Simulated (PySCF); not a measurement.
**Argon: a sound run and one with changed settings**

Sound run: Ar⁺ [Ne] 3s2 3p5, Ar²⁺ [Ne] 3s2 3p4. All numbers are calculated (PySCF 2.14, scalar relativity by spin-free X2C-1e, in cc-pVDZ-DK (4s3p1d, 18 functions)). The sound run starts from symmetry-adapted Hartree-Fock orbitals and uses a fine grid where one is needed.

A second run was set up differently.

```
species  method  sound run (hartree)  changed run (hartree)  converged
    Ar⁺     UHF           -528.06731             -528.06731        yes
    Ar⁺    BP86           -528.81670             -528.85310        yes
    Ar⁺   M06-L           -528.74386             -528.84164         no
   Ar²⁺     UHF           -527.09655             -527.09655        yes
   Ar²⁺    BP86           -527.79658             -527.83652        yes
   Ar²⁺   M06-L           -527.72957             -527.88788        yes
```

Ionisation energy of Ar⁺:

```tsv
method	sound run (eV)	changed run (eV)
UHF	26.416	26.416
BP86	27.759	27.663
```

Task: What was changed?
A. angular grid far too coarse
B. level shift left on
C. a valence shell is frozen
D. all electrons correlated in a valence basis

Result: A. It used 6 angular points. A coarse angular grid integrates products of high-l functions wrongly, so density functionals can shift, and the SCF can exploit the error; Hartree-Fock and MP2 need no grid.
